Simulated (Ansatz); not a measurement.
Consider the substitution at a C–Sn bond: `O[CH2][SnH2][OH]` + `[AsH3]` → `OC[AsH2]` + `[OH][SnH3]`.

Computed with Ansatz on PBE0-D4/def2-TZVP structures; ΔE is electronic, products minus reactants. CBS: MP2 limit from def2 TZ/QZ plus the TZ coupled-cluster correction, frozen cores. Functionals use def2-TZVPP. def2 core potentials past Kr. For As, Sn outer-core shells are correlated without core-valence functions, which leaves a few kJ/mol of doubt a bond. Scalar relativity is left out up to krypton. Each species was taken in one conformer, which may not be the lowest.

(1) Is it downhill or uphill in electronic energy at CCSD(T)/CBS, and by how much? (Estimate.)

(2) What do these levels give: r2SCAN-D4, ωB97X-V, SCS-MP2/def2-TZVPP, HF/def2-QZVPP, SCS-MP2/def2-QZVPP, MP2/CBS(def2)? (An estimate is asked.)

Largest T1 diagnostic among the species: 0.014.

Answers

(1) Computed: Uphill: ΔE = +0.15 eV.

(2) Ansatz gave: r2SCAN-D4 0.08, ωB97X-V 0.10, SCS-MP2/def2-TZVPP 0.10, HF/def2-QZVPP 0.09, SCS-MP2/def2-QZVPP 0.13, MP2/CBS(def2) 0.16 eV.
